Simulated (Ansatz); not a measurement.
System: BNH6, charge 1, doublet. BNH6+ (parent SMILES [BH3-][NH3+], doublet).
B3LYP-D3(BJ)/def2-TZVP minimum from Ansatz (a first-principles code):
```
B
H 1 1.1732
N 1 1.5548 2 118.94
H 3 1.0227 1 115.07 2 180.00
H 3 1.0258 4 107.19 1 123.45
H 3 1.0258 4 107.19 5 113.10
H 1 1.2706 2 119.79 3 -147.66
H 7 1.1796 1 62.34 2 -107.46
```
Charge +1, spin multiplicity 2.

Total energies in cc-pVDZ, 13 correlated electrons, 2 frozen orbitals. Open shells are spin-unrestricted; no spin-orbit coupling. Cores are frozen in correlated methods. No relativity. The spin of H6BN+ (parent SMILES [BH3-][NH3+], doublet) was assumed, and the state is the lowest solution found for it.

```json
[
 {"method": "HF", "program": "Ansatz", "energy (Eh)": "-82.31707", "minus CCSDT(Q) (mEh)": "316.30"},
 {"method": "MP2", "program": "Ansatz", "energy (Eh)": "-82.59123", "minus CCSDT(Q) (mEh)": "42.15"},
 {"method": "CCSD", "program": "Ansatz", "energy (Eh)": "-82.62553", "minus CCSDT(Q) (mEh)": "7.85"},
 {"method": "CCSD(T)", "program": "Ansatz", "energy (Eh)": "-82.63231", "minus CCSDT(Q) (mEh)": "1.07"},
 {"method": "CCSDT(Q)", "program": "Ansatz", "energy (Eh)": "-82.63338", "minus CCSDT(Q) (mEh)": "0.00"}
]
```

Rough core times of Ansatz's runs on a shared machine: CCSD(T) under 20 s, CCSDT(Q) 3 min.
